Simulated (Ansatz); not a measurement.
Reaction (hydrogenolysis of a Ge–I bond): `[F][Ge]([F])([F])[I]` + H₂ → `[F][GeH]([F])[F]` + HI

Program: Ansatz. Geometries: PBE0-D4/def2-TZVP. ΔE: electronic, gas phase. CCSD(T)/CBS is the MP2 limit (def2-TZVPP, def2-QZVPP) plus CCSD(T) − MP2 in def2-TZVPP, frozen cores. This one scheme is used for every species. DFT in def2-TZVPP. Elements past krypton have def2 core potentials. For Ge, I outer-core shells are correlated without core-valence functions, which leaves a few kJ/mol of doubt a bond. Scalar relativity is left out up to krypton.

```
          level  ΔE (eV)
         revPBE     0.48
          BHLYP     0.37
  CCSD/def2-SVP     0.29
CCSD/def2-TZVPP     0.38
```

Problem. What does CCSD(T)/CBS give? (Estimate.)

Solution. Computed: +0.50 eV. The listed levels differ from it by -0.02, -0.13, -0.21, -0.12 eV.

Largest T1 diagnostic among the species: 0.012.

From BLYP to BHLYP (50 % exact exchange), in def2-TZVPP and without D4, ΔE moves by −0.06 eV. Leaving LDA and LC-ωPBE aside and taking each functional with its dispersion term where it has one, the values, not all of them listed here, spread over 0.17 eV, from CAM-B3LYP-D4 to revPBE-D4. LDA lies −0.05 eV from PBE without D4. The D4 term adds +0.10 eV with B3LYP and +0.06 eV with PBE0; it sums over pairs of atoms, weighted by their polarisabilities, and B3LYP, whose exchange is more repulsive, gets the larger term.

B3LYP here is the variant with VWN-RPA as its local correlation; programs differ in this.
